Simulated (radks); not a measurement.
Values are calculated unless marked as measured or tabulated.
Valence configurations of C II (all share [He]). Level of theory: scalar-relativistic Kohn-Sham, PBE, spin-unpolarised, spherical densities, finite nucleus; Fermi nuclear charge, rms radius 2.4702 fm (a radial shooting solver on a logarithmic mesh with Libxc functionals). Order these by energy: 2s0.5 2p2.5; 2s1.5 2p1.5; 2s2 2p1; 2s1 2p2; 2p3.

Answer. From the lowest, in eV above it: 2s2 2p1 0.000; 2s1.5 2p1.5 4.377; 2s1 2p2 8.754; 2s0.5 2p2.5 13.131; 2p3 17.507. NIST lists [He] 2s2 2p1 as the ground configuration; this level of theory agrees among the configurations tried. The energies are those of spherical spin-averaged densities, not of single terms.
